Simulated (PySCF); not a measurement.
How methods differ on the excitation energy of Ti

Ti [Ar] 3d2 4s2 (3F) → Ti [Ar] 3d1 4s2 4p1 (high-spin determinant), as a difference of total energies. All numbers are calculated (PySCF 2.14, scalar relativity by spin-free X2C-1e, in x2c-TZVPPall (6s5p4d2f1g, 64 functions)). Correlated levels: valence: [Ar] frozen; valence and next inner shell: [Ne] frozen. The calculations carry no spin-orbit coupling.

```csv
method,excitation energy (eV)
UHF,4.585
LDA,5.336
PBE,5.220
PBE0,5.065
r2SCAN,5.388
TPSSh,5.163
BHandHLYP,5.076
PBEsol,5.216
M06,4.836
MP2 (valence),4.449
SCS-MP2 (valence),4.362
MP2 (valence and next inner shell),4.516
SCS-MP2 (valence and next inner shell),4.465
```

Task: How much does correlation contribute at MP2 (valence and next inner shell)?

Result: 4.516 − (4.585) = -0.069 eV, measured against UHF.

A first-order spin-orbit estimate (lowest level to lowest level, LS coupling) adds -0.006 eV.

The basis was made for the ground configuration and has no added diffuse functions, so the excitation energy can come out too high.

The determinant of the upper state mixes LS terms, which raises its energy above the lowest term, most at the Hartree-Fock and MP2 levels.
